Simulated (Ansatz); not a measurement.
```yaml
crystal:
  periodic: [false, false, false]
  atoms:
    - {symbol: C, position_ang: [-1.554254, -1.854436, 0.080481]}
    - {symbol: N, position_ang: [-0.905337, -0.895296, 0.720297]}
    - {symbol: C, position_ang: [-0.686727, -1.177271, 1.994302]}
    - {symbol: Ti, position_ang: [-0.060314, 0.378309, -0.109584]}
    - {symbol: C, position_ang: [-1.281326, 0.941654, -1.496502]}
    - {symbol: C, position_ang: [-0.130495, 1.873674, 1.111851]}
    - {symbol: C, position_ang: [1.474367, 0.754407, -1.671660]}
    - {symbol: C, position_ang: [1.970064, 1.165616, -0.552866]}
    - {symbol: C, position_ang: [2.080646, 0.139006, 0.237644]}
    - {symbol: C, position_ang: [1.670900, -0.910845, -0.401773]}
    - {symbol: C, position_ang: [1.277161, -0.527356, -1.575216]}
    - {symbol: H, position_ang: [-1.673386, -1.621124, -0.890049]}
    - {symbol: H, position_ang: [-1.065129, -2.740393, 0.132692]}
    - {symbol: H, position_ang: [-2.476461, -1.995154, 0.471427]}
    - {symbol: H, position_ang: [-0.172418, -2.043253, 2.106016]}
    - {symbol: H, position_ang: [-1.556375, -1.274748, 2.501547]}
    - {symbol: H, position_ang: [-0.162102, -0.444001, 2.439037]}
    - {symbol: H, position_ang: [-1.049287, 1.853878, -1.852888]}
    - {symbol: H, position_ang: [-1.348912, 0.310131, -2.277472]}
    - {symbol: H, position_ang: [-2.183038, 0.993675, -1.045646]}
    - {symbol: H, position_ang: [-1.080697, 1.889860, 1.452100]}
    - {symbol: H, position_ang: [0.057760, 2.746539, 0.647449]}
    - {symbol: h, position_ang: [0.491063, 1.800258, 1.900265]}
    - {symbol: H, position_ang: [1.250923, 1.317507, -2.457965]}
    - {symbol: H, position_ang: [2.197847, 2.103291, -0.320070]}
    - {symbol: H, position_ang: [2.408834, 0.160587, 1.175591]}
    - {symbol: H, position_ang: [1.628229, -1.836072, -0.042820]}
    - {symbol: H, position_ang: [0.878472, -1.108435, -2.276206]}
basis:
  gaussian: {orbitals: ANO-RCC-VTZP}
hamiltonian: {xc: {name: wB97X}}
```

```sh
$ ansatz run in.yaml --threads 11 --pin off --events-out ev --progress --plain --max-ram 174080MiB --backend cpu
```

Output, abridged:

```
Error: YAML parse error: error: line 26 column 16: `h` is not an element symbol (H … Og, case-exact)
24 |     - {symbol: H, position_ang: [-1.080697, 1.889860, 1.452100]}
25 |     - {symbol: H, position_ang: [0.057760, 2.746539, 0.647449]}
26 |     - {symbol: h, position_ang: [0.491063, 1.800258, 1.900265]}
27 |     - {symbol: H, position_ang: [1.250923, 1.317507, -2.457965]}
28 |     - {symbol: H, position_ang: [2.197847, 2.103291, -0.320070]}
```

Task: Something in this input is off. What?

Result: An element symbol is wrong. The program refused the input.
